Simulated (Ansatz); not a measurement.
**What each rung costs, and what it gives**

Saddle point of Si2H6S2, singlet (Si₂H₆S₂ ([SiH3][SiH]([SH])[SH]) → Si₂H₄S ([SiH3][SiH][S]) + H₂S (still joined by a long Si–S bond); bonds formed: S2–H4; bonds broken: S3–H4; bonds weakened to dative contacts: Si1–S2), PBE0-D4/def2-TZVP structure:

```csv
atom,x (Å),y (Å),z (Å)
Si1,-0.5157,-0.3383,-0.7624
S2,1.2742,1.0472,-1.4811
S3,0.3059,-2.0393,-1.4717
H4,1.3184,-0.3370,-1.9502
H5,-1.5787,0.3767,-1.5269
Si6,-0.6946,0.0819,1.5361
H7,2.0505,0.7182,-0.4334
H8,-1.1494,1.4752,1.7976
H9,0.6477,-0.1129,2.1481
H10,-1.6582,-0.8719,2.1438
```

Barriers are electronic and count from the start structure reached by relaxing down the imaginary mode.

Ansatz 0.2.0; basis: as named in each row; cores frozen in the correlated methods. B3LYP uses VWN-RPA correlation. Extrapolation: Hartree–Fock as exp(−7.88 √X), correlation as X^−2.97.

Times are rough, for one single point on 4 threads of a shared host (Arm Neoverse V2).

The estimate by CCSD(T) at an estimated basis limit (MP2 extrapolated from triple and quadruple zeta, plus CCSD(T) − MP2 in triple zeta) is 37.81 kcal/mol.

```csv
method,basis,time (s),barrier (kcal/mol),method less estimate
HF,STO-3G,under 1,92.34,54.53
PBE-D4,STO-3G,under 1,55.92,18.11
SPW92,def2-SVP,under 1,29.37,-8.43
B3LYP-D4,6-31G,under 1,40.81,3.00
PBE-D4,def2-SVP,under 1,32.14,-5.67
PBE0-D4,def2-SVP,under 1,36.35,-1.46
SPW92,def2-TZVPP,1,29.04,-8.77
PBE-D4,def2-TZVPP,2,31.60,-6.21
BLYP-D4,def2-TZVPP,2,33.58,-4.23
CCSD(T),def2-SVP,2,41.28,3.48
B3LYP-D4,def2-TZVPP,2,36.79,-1.02
BHLYP-D4,def2-TZVPP,2,41.39,3.59
CAM-B3LYP-D4,def2-TZVPP,3,39.43,1.62
PBE0-D4,def2-TZVPP,3,35.59,-2.22
RPA on PBE,def2-TZVPP,4,38.47,0.66
r2SCAN-D4,def2-TZVPP,4,34.56,-3.25
wB97M-V,def2-SVP,4,39.04,1.23
r2SCAN0-D4,def2-TZVPP,4,37.18,-0.63
B2PLYP,def2-TZVPP,4,37.55,-0.26
PBE-QIDH,def2-TZVPP,4,37.94,0.14
B97M-V,def2-TZVPP,7,36.29,-1.52
wB97X-V,def2-TZVPP,7,40.24,2.43
wB97M-V,def2-TZVPP,8,38.50,0.69
MP2,def2-QZVPP,15,36.55,-1.26
CCSD(T),def2-TZVPP,67,38.74,0.93
```

All methods are single points on the PBE0-D4 structures.

No T1 diagnostic of these runs exceeds 0.016.

Labels in which every atom is bracketed show which atoms are joined, not bond orders.
